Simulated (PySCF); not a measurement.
Input for PySCF: R-BP86/LANL2DZ on HISn (SMILES [SnH][I]), a point of a bond scan (R = 2.207 Å).

```python
from pyscf import gto, scf, dft, mp
from pyscf.data.elements import chemcore

mol = gto.M(
    atom='''
    Sn    0.45232825    0.91499533    0.96539677
    H     0.73028803    2.17687253   -0.26340839
    I    -0.26193737   -0.54042190   -0.53154601
    ''',
    basis='lanl2dz',
    ecp={'I': 'lanl2dz', 'Sn': 'lanl2dz'},
    charge=0, spin=0, verbose=3, max_memory=1800)
mf = dft.RKS(mol, xc='b88,p86')
mf.conv_tol = 1e-8
mf.max_cycle = 100
mf.kernel()
if not mf.converged:
    mf = mf.newton().run(mf.mo_coeff, mf.mo_occ)
```

Question: What total energy does the run end on?

Answer: -15.3244 hartree.
